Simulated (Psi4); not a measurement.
H2O2, charge +1, doublet, at a GFN2-xTB geometry (a state made from the parent by changing its charge; the spin is typed, not shown lowest).

The Psi4 input:
```
memory 2 GB

molecule mol {
1 2
  O     0.000290    0.645224   -0.012142
  O    -0.000290   -0.645224    0.012142
  H     0.943111    0.994035   -0.033962
  H    -0.943111   -0.994035    0.033962
}

set basis cc-pvdz
set reference uhf

energy('ccsd(t)')
print_variables()
```

Question: What does this run give for the total energy, SCF-reference <S^2>, coupled-cluster correlation energy (without the perturbative part)?

Answer: 
```json
{
 "total_energy": "-150.8273 Eh",
 "SCF-reference <S^2>": "0.766",
 "coupled-cluster correlation energy (without the perturbative part)": "-0.3871 Eh"
}
```

These values belong to the state on which the SCF converged, which isn't shown to be the lowest.
